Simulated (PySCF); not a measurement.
Structure with atom numbers: `[F:1][P:2]([F:3])[PH:4][SiH3:5]` (H(Xn): hydrogen on atom n).

PySCF 2.14 calculation with NMR shieldings at PBE0/pcSseg-2/GIAO and PBE0-D3(BJ)/def2-TZVP structure; in vacuum, non-relativistic Hamiltonian, one averaged value for each set of equivalent atoms, a single conformation.

δ = σ(ref) − σ, references computed at the same level: $^{1}$H and $^{29}$Si vs TMS; $^{19}$F against CFCl3; H3PO4 for $^{31}$P.

```csv
atoms,nucleus,count,δ (ppm)
P4,$^{31}$P,1,-185.8
H(Si5),$^{1}$H,3,4.24
F1/F3,$^{19}$F,2,?
H(P4),$^{1}$H,1,2.29
P2,$^{31}$P,1,?
Si5,$^{29}$Si,1,-90.1
```

Task: Estimate the values marked ?.

Result: 
- F1/F3: -90.4 ppm, fluorine bonded to P
- P2: 305.0 ppm, phosphorus bonded to 2 F, P

Unscaled 19F shifts against computed CFCl3 carry errors that often reach 10 to 50 ppm. Experimental scales use liquid or dissolved standards, which lie at an offset from isolated H3PO4.
